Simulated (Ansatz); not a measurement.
Input for Ansatz (an electronic-structure program): R-B3LYP/def2-TZVPP on HOY (SMILES [OH][Y]), 2S+1 = 1, a spin state set in the input, which need not be the lowest. Elements past Kr take the def2 small-core potentials; no spin–orbit coupling.

Ansatz 0.2 input:
```yaml
crystal:
  periodic: [false, false, false]
  atoms:
    - {symbol: Y, position_ang: [-1.04134268, -0.85897471, -0.91825973]}
    - {symbol: O, position_ang: [0.20002165, 0.19512991, 0.15993179]}
    - {symbol: H, position_ang: [0.80805231, 0.71121640, 0.68800831]}
basis:
  gaussian:
    orbitals: def2-TZVPP
hamiltonian:
  xc: {name: B3LYP}
```

Problem. Predict the final total energy.

Solution. -114.2140 hartree.
